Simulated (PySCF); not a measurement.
Sn(F)(Cl)2(Et), C₂H₅Cl₂FSn, SMILES C[CH2][Sn]([F])([Cl])[Cl] (PBE0/def2-SVP optimised geometry):

```
11

C     -1.105    -2.204     1.443
C     -1.616    -0.775     1.542
Sn    -0.802     0.466     0.000
F     -1.289    -0.226    -1.738
Cl    -1.534     2.680     0.000
Cl     1.534     0.466     0.000
H     -0.008    -2.251     1.513
H     -1.516    -2.812     2.265
H     -1.403    -2.680     0.497
H     -1.339    -0.288     2.489
H     -2.709    -0.702     1.433
```

Calculation: PBE0/def2-TZVP, def2 effective core potentials past Kr run with PySCF 2.14.0.

Question: What are the frontier orbital energies and the dipole moment?

Answer: HOMO-2 -9.39 eV, HOMO-1 -9.27 eV, HOMO -8.91 eV, LUMO -2.11 eV, LUMO+1 -0.16 eV; dipole moment 4.34 D.

On the same geometry PySCF with PBE/def2-TZVP, def2 effective core potentials past Kr gives HOMO-2 -7.91 eV, HOMO-1 -7.81 eV, HOMO -7.64 eV, LUMO -3.02 eV, LUMO+1 -0.97 eV; dipole moment 4.24 D.
